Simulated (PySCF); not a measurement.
# Ionisation of carbon tetrabromide

System: carbon tetrabromide, `BrC(Br)(Br)Br` (CBr4). Atom numbers as in the mapped SMILES `[Br:1][C:2]([Br:3])([Br:4])[Br:5]`.

Level of theory: ωB97X-D3(BJ)/ma-def2-TZVP single points in PySCF, grid level 2; every species was optimised with PBE0-D3(BJ)/def2-SVP. The prefix ma- adds one diffuse s and one diffuse p function on all atoms but H. Thermal corrections: PBE0-D3(BJ)/def2-SVP frequencies, unscaled, ideal gas at 298.15 K and 1 bar, quasi-RRHO entropy.

Frontier levels of the parent: HOMO -10.70 eV, LUMO -0.50 eV.

Oxidation to the radical cation:
- Vertical ionisation energy (electronic): 10.70 eV
- Adiabatic ionisation energy (with zero-point energy): 10.59 eV
- Adiabatic, electronic part: 10.62 eV
- Vertical gap at the product's structure: 10.61 eV
- Inner reorganisation energy (four-point): 91 meV
- Relaxation of product / of parent: 77 / 14 meV
- ⟨S²⟩ of the product: 0.756
- Largest spin populations: Br3 0.48, Br1 0.35, Br5 0.15
- Largest changes of atomic charge: Br3 0.40, Br1 0.32, Br5 0.19, Br4 0.12
- Distances that move most (Å): C2–Br4 1.936 → 1.913; C2–Br5 1.935 → 1.918; Br1–C2 1.935 → 1.920; C2–Br3 1.936 → 1.924
- Potential in DMF: 8.34 V absolute, 3.80 V against Fc+/Fc computed at 4.54 V (solvation -7 → -217 kJ/mol)

Solvents are IEF-PCM continua (electrostatics only, gas-phase structures); absolute potentials refer to an electron at rest in vacuum. Fc+/Fc in DMF, 4.54 V, is ωB97X-D3(BJ)/ma-def2-TZVP on PBE0-D3(BJ)/def2-SVP structures with GFN2-xTB thermal terms. Benchmark calculations put it near 5.0 V in acetonitrile and DMSO, so it is about 0.5 V low, and the value against it can read up to that much too high.

Measured values (NIST Chemistry WebBook, evaluated or the median of agreeing entries): vertical ionisation energy 10.40 eV (computed 10.70, difference 0.30); adiabatic ionisation energy 10.31 eV (computed 10.59, difference 0.28).

Note: spin-orbit coupling is left out of the energies, which matters for open shells on the heavier atoms; atoms from Ga to Kr are treated without relativity; the split of the reorganisation energy is sensitive to the structures, which come from another level (PBE0-D3(BJ)/def2-SVP); Br1 and Br3 are equivalent in the parent, but the relaxed radical cation is symmetry-broken (Td to D2d), as a Jahn-Teller-type distortion or an artefact of the method; its spin populations, distances and adiabatic value belong to that structure.
